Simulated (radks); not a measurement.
Results of a calculation; reference values are marked as such.
Spherical quantum dot in the effective-mass picture: electrons in a well V = -V0 / (1 + exp((r - R)/a)) with V0 = 6.64, R = 5.84, a = 0.52, all in effective atomic units (hartree* = m*/eps^2 hartree, bohr* = eps/m* bohr), one dielectric constant everywhere. Level of theory: non-relativistic Kohn-Sham, LDA (Slater exchange, Perdew-Wang correlation), spin-polarised, spherical densities (a radial shooting solver with Libxc functionals). Levels are named by radial order and angular momentum (1s, 1p, 1d, 2s, ...), and open shells are averaged over m.

N = 22, configuration 1s2 1p6 1d10 1f(up 4, down 0). This is the lowest configuration that the search found. Occupied and some empty levels:

| level | occupation | eigenvalue (hartree*) | <r> (bohr*) |
|---|---|---|---|
| 1s up | 1 | -1.3786 | 3.761 |
| 1s down | 1 | -1.3523 | 3.738 |
| 1p up | 3 | -1.2944 | 3.911 |
| 1p down | 3 | -1.2665 | 3.898 |
| 1d up | 5 | -1.1488 | 4.054 |
| 1d down | 5 | -1.1197 | 4.048 |
| 1f up | 4 | -0.95145 | 4.184 |
| 1f down | 0 | -0.92174 | 4.182 |
| 2s up | 0 | -0.79069 | 2.725 |
| 2s down | 0 | -0.78002 | 2.721 |
| 1g up | 0 | -0.70859 | 4.303 |
| 1g down | 0 | -0.67864 | 4.304 |
| 2p up | 0 | -0.55114 | 3.212 |
| 2p down | 0 | -0.53673 | 3.205 |
| 2d up | 0 | -0.26910 | 3.541 |
| 2d down | 0 | -0.25200 | 3.535 |

Energy (hartree*): total -79.0903, kinetic 9.0065, external -137.10, Hartree 55.513, exchange-correlation -6.5115.
